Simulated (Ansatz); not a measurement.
Basis-set series for CH4BF2GaN2, SMILES `[NH2][Ga]([F])[C]1(F)BN1`. The species carries charge 0 and has multiplicity 1. The structure was optimised at the PBE0-D4/def2-TZVP level. It is one conformer, not always the lowest.

```csv
functional,basis,functions,energy (Eh),HOMO (eV),LUMO (eV)
PBE0-D4,def2-SVP,136,-2298.27554,-7.38,-0.51
PBE0-D4,def2-QZVPP,551,-2299.03342,-7.60,-0.84
ωB97M-V,def2-SVP,136,-2298.69770,-9.68,1.37
ωB97M-V,def2-QZVPP,551,-2299.46244,-9.90,0.75
```

(1) Give the rows for def2-TZVPP. (Best estimate.)

Answers

(1) Ansatz gave: 
```tsv
functional	basis	functions	energy (Eh)	HOMO (eV)	LUMO (eV)
PBE0-D4	def2-TZVPP	290	-2298.96826	-7.55	-0.74
ωB97M-V	def2-TZVPP	290	-2299.40028	-9.85	1.04
```

Positive LUMOs are unbound and depend on the basis. Scalar relativity is left out up to krypton.
